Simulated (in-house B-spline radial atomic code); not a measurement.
Ionising Ba6+ with different functionals

Computed with an all-electron radial atomic-structure program (B-spline basis): four-component Dirac-Coulomb Hamiltonian, Fermi nucleus of rms radius 4.8378 fm, spin-restricted, spherical fractional occupations for the functionals. The ionisation energy is the difference of two self-consistent energies, [Kr] 4d10 5s2 5p2 → [Kr] 4d10 5s2 5p1, without Breit or QED terms; ε is the level of the shell that loses the electron (mean over j). The electron is taken from both j subshells in proportion to 2j + 1, so the result is a j average, not the step between ground levels.

Hybrids are left out here: with spherical fractional occupations of an open shell their exact exchange keeps a self-interaction that integer-occupation calculations don't have.

```tsv
method	rung	ΔSCF (eV)	-ε(5p) (eV)
LDA VWN5	LDA	86.15	79.54
relativistic LDA	LDA	86.09	79.50
LDA PW92	LDA	86.14	79.54
LDA exchange-only	LDA	?	?
PBE	GGA	85.66	79.11
PBEsol	GGA	85.75	79.21
BLYP	GGA	85.67	79.07
RPBE	GGA	85.50	78.99
PW91	GGA	85.81	79.25
BP86	GGA	?	?
AM05	GGA	85.74	79.20
OLYP	GGA	85.51	79.03
```

(1) What does BP86 give?

(2) What does LDA exchange-only give?

(3) How do they compare with the NIST value?

## Answers

(1) ΔSCF 85.88 eV, and -ε(5p) = 79.32 eV.

(2) ΔSCF 84.57 eV, and -ε(5p) = 77.97 eV.

(3) NIST lists 86 eV ± 2 (tabulated theory, ground level to ground level). Errors run from -1.43 to +0.15 eV; all lie within about twice that uncertainty, so the table can't rank the methods.
